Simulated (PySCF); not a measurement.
**Excitation energy of Mo²⁺ by level of theory**

Mo²⁺ [Kr] 4d4 (5D) → Mo²⁺ [Kr] 4d3 5p1 (high-spin determinant), as a difference of total energies. All numbers are calculated (PySCF 2.14, a scalar-relativistic core potential, in aug-cc-pVTZ-PP with ECP28MDF (6s6p5d3f2g, 88 functions)). Correlated levels: valence: 4s2 4p6 frozen. The calculations carry no spin-orbit coupling.

```csv
method,excitation energy (eV)
UHF,9.142
LDA,9.191
PBE,9.114
PBE0,9.298
r2SCAN,9.159
MN15,9.473
BHandHLYP,9.286
TPSS,8.997
BLYP,8.936
MP2 (valence),9.388
SCS-MP2 (valence),9.224
```

Q: How much does correlation contribute at MP2 (valence)?

A: 9.388 − (9.142) = 0.246 eV, measured against UHF.

The determinant of the upper state mixes LS terms, which raises its energy above the lowest term, most at the Hartree-Fock and MP2 levels.
